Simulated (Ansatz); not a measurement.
Reaction (hydrogen abstraction from a Ge–H bond): `[F][GeH]([F])[Cl]` + `[SiH3]`• → `[F][Ge]([F])[Cl]`• + SiH₄

Program: Ansatz. Geometries: PBE0-D4/def2-TZVP. ΔE: electronic, gas phase. CCSD(T)/CBS adds triple-zeta CCSD(T) − MP2 to the extrapolated MP2 energy (def2 sets, frozen cores). This one scheme is used for every species. DFT in def2-TZVPP. B3LYP here is the variant with VWN-RPA as its local correlation; programs differ in this. Open shells (•) are unrestricted, without spin–orbit coupling. For Ge outer-core shells are correlated without core-valence functions, which leaves a few kJ/mol of doubt a bond. Scalar relativity is left out up to krypton.

| level | ΔE (kJ/mol) | difference from CCSD(T)/CBS |
| --- | --- | --- |
| BLYP-D4 | -51.5 | -30.7 |
| B97M-V | -29.6 | -8.8 |
| B3LYP-D4 | -41.4 | -20.6 |
| BHLYP-D4 | -31.0 | -10.2 |
| CAM-B3LYP-D4 | -34.8 | -14.0 |
| PBE | -41.0 | -20.2 |
| BLYP | -52.3 | -31.5 |
| PBE0 | -29.9 | -9.1 |
| B3LYP | -42.0 | -21.2 |
| BHLYP | -31.3 | -10.5 |
| HF/def2-SVP | -12.0 | 8.8 |
| SCS-MP2/def2-TZVPP | -22.4 | -1.6 |
| CCSD(T)/def2-TZVPP | -20.9 | -0.1 |
| HF/def2-QZVPP | -18.0 | 2.8 |
| MP2/def2-QZVPP | -20.6 | 0.2 |
| HF/CBS(def2) | -18.1 | 2.7 |
| CCSD(T)/CBS | -20.8 | 0 |

Q: What do rigid-rotor, harmonic-oscillator terms from PBE0-D4/def2-TZVP frequencies (298.15 K, 1 bar) make of the CCSD(T)/CBS value? (Best estimate.)

A: The calculation gave: ΔZPE = +3.2 kJ/mol, ΔH = -17.8 kJ/mol, ΔS = -6 J/(mol·K), ΔG = -15.8 kJ/mol. Open shells count their whole term as degenerate.

Largest T1 diagnostic among the species: 0.015.

At CCSD(T), def2-SVP lies +4.2 kJ/mol from the extrapolated value and def2-TZVPP −0.1 kJ/mol. From PBE to PBE0 (25 % exact exchange), in def2-TZVPP and without D4, ΔE moves by +11.1 kJ/mol. In def2-TZVPP, CCSD(T) changes the Hartree–Fock value by −3.6 kJ/mol (the triples alone add −1.9 kJ/mol) and MP2 by −3.1 kJ/mol.
